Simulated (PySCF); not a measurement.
Species: C5H6F2.
Numbering: `[CH2:1]=[CH:2][C@H:3]([F:4])[C:5](=[CH2:6])[F:7]` (hydrogens: H8, H9 on C1; H10 on C2; H11 on C3; H12, H13 on C6)

Method used: PBE0-D3(BJ)/def2-SVP geometry optimisation, gas phase in PySCF 2.14.0.

Entries marked ? are missing.

```json
{"coordinate": "C1=C2", "value": "?"}
{"coordinate": "C2–C3", "value": "?"}
{"coordinate": "C3–F4", "value": "?"}
{"coordinate": "C3–C5", "value": "1.505 Å"}
{"coordinate": "C5=C6", "value": "1.326 Å"}
{"coordinate": "C5–F7", "value": "1.334 Å"}
{"coordinate": "C1–H8", "value": "1.093 Å"}
{"coordinate": "C1–H9", "value": "1.095 Å"}
{"coordinate": "C2–H10", "value": "1.096 Å"}
{"coordinate": "C3–H11", "value": "1.106 Å"}
{"coordinate": "C6–H12", "value": "1.091 Å"}
{"coordinate": "C6–H13", "value": "1.089 Å"}
{"coordinate": "C1–C2–C3", "value": "?"}
{"coordinate": "C2–C3–F4", "value": "109.9°"}
{"coordinate": "C2–C3–C5", "value": "111.5°"}
{"coordinate": "F4–C3–C5", "value": "108.7°"}
{"coordinate": "C3–C5–C6", "value": "?"}
{"coordinate": "C3–C5–F7", "value": "?"}
{"coordinate": "C6–C5–F7", "value": "122.3°"}
```

Task: Fill in the missing values.

Result: 
- C1=C2 = 1.331 Å, drawn double (terminal =CH2 carbon to alkene CH carbon); 0.13 Å below the sum of covalent radii, 1.46 Å.
- C2–C3 = 1.497 Å, drawn single (alkene CH carbon to sp3 C–F carbon); 0.01 Å above the sum of covalent radii, 1.49 Å.
- C3–F4 = 1.374 Å, drawn single (sp3 C–F carbon to alkyl fluorine); 0.04 Å above the sum of covalent radii, 1.33 Å.
- C1–C2–C3 = 123.8°, at the alkene CH carbon; the outer atoms are 2.496 Å apart.
- C3–C5–C6 = 126.5°, at the vinylic C–F carbon; the outer atoms are 2.529 Å apart.
- C3–C5–F7 = 111.3°, at the vinylic C–F carbon; the outer atoms are 2.345 Å apart.

Radii are Cordero's, carbon taken as 0.76, 0.73 or 0.69 Å for four, three, and two or fewer neighbours.

PBE0-D3(BJ)/def2-SVP frequencies: not computed here. One conformer, not necessarily the lowest (C1–C2–C3–F4 -130°, C2–C3–C5–C6 117°).
